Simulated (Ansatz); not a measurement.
Cost and result for the atomization energy of C3H8BF (`CBCCF`) (13 atoms, 12 bonds).

```xyz
13

C    -1.525   -0.855    0.274
B    -0.638   -0.269   -0.864
C     0.733    0.457   -0.667
C     1.269    0.567    0.733
F     2.484    1.240    0.745
H    -2.360   -0.149    0.399
H    -1.052   -0.971    1.251
H    -2.001   -1.797   -0.013
H    -1.049   -0.337   -1.992
H     0.642    1.458   -1.114
H     1.466   -0.050   -1.311
H     0.587    1.123    1.383
H     1.443   -0.419    1.176
```

The species carries charge 0 and has multiplicity 1. The geometry is a stationary point of PBE0-D4/def2-TZVP. It is one conformer, not always the lowest. Program: Ansatz. All runs use 4 threads of an Intel Xeon on a shared host. Times are those of one run each, without the atoms' runs, and a repeat can differ threefold. Electronic energies, without spin–orbit coupling; frozen cores. CCSD(T)/CBS adds CCSD(T) − MP2 in def2-TZVPP to the MP2 limit, and its time is that of the two runs behind it. T1 = 0.010. B3LYP takes the VWN-RPA correlation (the form of Gaussian; ORCA's B3LYP/G).

CCSD(T)/CBS is a level of theory with its own doubt, some kJ/mol a heavy atom from the limit and from the frozen cores, so smaller differences don't rank the functionals.

```tsv
level	functions	wall time
PBE0-D4/def2-TZVPP	267	2 s
PBE-D4/def2-TZVPP (with forces)	267	2.1 s
r2SCAN-D4/def2-TZVPP (with forces)	267	3.2 s
B3LYP-D4/def2-TZVPP (with forces)	267	3.4 s
B2PLYP/def2-TZVPP	267	4.2 s
ωB97X-V/def2-TZVPP	267	5.5 s
ωB97M-V/def2-TZVPP (with forces)	267	7.5 s
MP2/def2-QZVPP	525	19 s
CCSD(T)/def2-TZVPP	267	99 s
CCSD(T)/CBS(def2)	–	120 s
```

What atomization energy does each give, and how far from CCSD(T)/CBS? (Best estimate.)

Computed: 
```json
{"level": "PBE0-D4/def2-TZVPP", "atomization (kcal/mol)": "1205.7", "difference from CCSD(T)/CBS": "10.5", "per bond": "0.9"}
{"level": "PBE-D4/def2-TZVPP (with forces)", "atomization (kcal/mol)": "1220.9", "difference from CCSD(T)/CBS": "25.7", "per bond": "2.1"}
{"level": "r2SCAN-D4/def2-TZVPP (with forces)", "atomization (kcal/mol)": "1203.7", "difference from CCSD(T)/CBS": "8.5", "per bond": "0.7"}
{"level": "B3LYP-D4/def2-TZVPP (with forces)", "atomization (kcal/mol)": "1200.6", "difference from CCSD(T)/CBS": "5.4", "per bond": "0.5"}
{"level": "B2PLYP/def2-TZVPP", "atomization (kcal/mol)": "1188.6", "difference from CCSD(T)/CBS": "-6.6", "per bond": "-0.5"}
{"level": "ωB97X-V/def2-TZVPP", "atomization (kcal/mol)": "1200.2", "difference from CCSD(T)/CBS": "5.0", "per bond": "0.4"}
{"level": "ωB97M-V/def2-TZVPP (with forces)", "atomization (kcal/mol)": "1202.5", "difference from CCSD(T)/CBS": "7.3", "per bond": "0.6"}
{"level": "MP2/def2-QZVPP", "atomization (kcal/mol)": "1200.1", "difference from CCSD(T)/CBS": "4.9", "per bond": "0.4"}
{"level": "CCSD(T)/def2-TZVPP", "atomization (kcal/mol)": "1170.3", "difference from CCSD(T)/CBS": "-24.9", "per bond": "-2.1"}
{"level": "CCSD(T)/CBS(def2)", "atomization (kcal/mol)": "1195.2", "difference from CCSD(T)/CBS": "0.0", "per bond": "0.0"}
```

In def2-TZVPP, CCSD(T) changes the Hartree–Fock value by +256.2 kcal/mol (the triples alone add +13.4 kcal/mol) and MP2 by +271.4 kcal/mol; breaking electron pairs costs correlation energy, which Hartree–Fock lacks. From PBE to PBE0 (25 % exact exchange), in def2-TZVPP and without D4, the atomization energy moves by −14.4 kcal/mol: exact exchange takes away binding that semilocal exchange gives to molecules. The D4 term adds +7.5 kcal/mol with B3LYP and +4.0 kcal/mol with PBE0; it sums over pairs of atoms, weighted by their polarisabilities, and B3LYP, whose exchange is more repulsive, gets the larger term.
